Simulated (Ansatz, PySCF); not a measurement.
Pair of molecules: GeH4 (SMILES [GeH4]) (first 5 atoms) with H2Se (SMILES [SeH2]); geometry from B3LYP-D3(BJ)/def2-TZVP, rigid monomers moved along the line of their centres of mass till Ge1···Se6 is 4.55 Å.
(charge 0, multiplicity 1):
```xyz
8

Ge     0.11058     0.05084    -0.08422
H     -1.40388     0.02942     0.15658
H      0.39074     0.12047    -1.59506
H      0.74359    -1.22942     0.48266
H      0.73231     1.27434     0.60333
Se    -0.12787    -0.83232     4.37668
H     -0.33064     0.17844     5.42584
H      1.23125    -0.33807     4.11431
```

Monomers are frozen at their geometry in the pair; levels with a basis set take the counterpoise correction.

Cores are frozen in the correlated methods. Filled d and f shells under p-block atoms count as core. CBS: X⁻³ extrapolation of the correlation energy, Hartree–Fock from the larger set.

Run with Ansatz (Gaussian basis) for Hartree–Fock, density functionals and correlated methods; PySCF for the dispersion terms. Values without a source in brackets are computed.

PBE/def2-TZVPPD gives -17.5 meV for the interaction energy.

Question: How do the other levels lie against it? Give each less PBE: PBE-D3(BJ)/def2-TZVPPD, r2SCAN/def2-TZVPPD, PBE0/def2-TZVPPD, wB97M-V/def2-TZVPPD, MP2/CBS(aug-cc-pVDZ, aug-cc-pVTZ), MP2/CBS(aug-cc-pVDZ, aug-cc-pVTZ) + ΔCCSD(T)/aug-cc-pVDZ.

Answer: PBE-D3(BJ)/def2-TZVPPD -26.0; r2SCAN/def2-TZVPPD -3.4; PBE0/def2-TZVPPD 2.5; wB97M-V/def2-TZVPPD -16.2; MP2/CBS(aug-cc-pVDZ, aug-cc-pVTZ) -18.5; MP2/CBS(aug-cc-pVDZ, aug-cc-pVTZ) + ΔCCSD(T)/aug-cc-pVDZ -17.3 meV. 1 of 6 lie above PBE; the widest gap is to PBE-D3(BJ)/def2-TZVPPD.

Ansatz is a program for electronic structure.
